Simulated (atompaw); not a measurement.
**u(r) = r·R(r): atom against pseudo-atom (cerium)**

Columns: radius, all-electron u(r) and pseudo u(r) of the 5d shell (level -3.07 eV) of cerium in the configuration [Kr] 4d10 4f1 5s2 5p6 5d1 6s2 6p0; PBEsol, scalar-relativistic, PAW (atompaw) scheme, atompaw 4.2.0.5.

| r (bohr) | all-electron | pseudo |
| --- | --- | --- |
| 0.115 | 0.1517 | 0.0001 |
| 0.231 | 0.1163 | 0.0007 |
| 0.346 | -0.0882 | 0.0025 |
| 0.462 | -0.2386 | 0.0059 |
| 0.577 | -0.2750 | 0.0115 |
| 0.692 | -0.2230 | 0.0199 |
| 0.808 | -0.1200 | 0.0316 |
| 0.923 | 0.0016 | 0.0470 |
| 1.038 | 0.1238 | 0.0666 |
| 1.154 | 0.2372 | 0.0911 |
| 1.269 | 0.3349 | 0.1203 |
| 1.385 | 0.4170 | 0.1547 |
| 1.500 | 0.4824 | 0.1937 |
| 1.615 | 0.5328 | 0.2372 |
| 1.731 | 0.5703 | 0.2847 |
| 1.846 | 0.5960 | 0.3343 |
| 1.962 | 0.6121 | 0.3852 |
| 2.077 | 0.6201 | 0.4343 |
| 2.192 | 0.6217 | 0.4795 |
| 2.308 | 0.6180 | 0.5184 |
| 2.423 | 0.6104 | 0.5479 |
| 2.538 | 0.5996 | 0.5662 |
| 2.654 | 0.5865 | 0.5726 |
| 2.769 | 0.5717 | 0.5680 |
| 2.885 | 0.5556 | 0.5553 |
| 3.000 | 0.5389 | 0.5389 |

**Question.** How many radial nodes do the two functions have?

**Answer.** The all-electron 5d function has n − l − 1 = 2; the pseudo-wave has 0, since the states of the same l below it are removed with the core.

**Question.** Where does each function peak?

**Answer.** Outermost all-electron maximum near 2.19 bohr, pseudo maximum near 2.65 bohr (to the table’s step).

**Question.** Is the pseudo-wave norm-conserving?

**Answer.** No, it belongs to a PAW set: the norm inside the radius is not constrained, and the difference is carried by the augmentation charge.
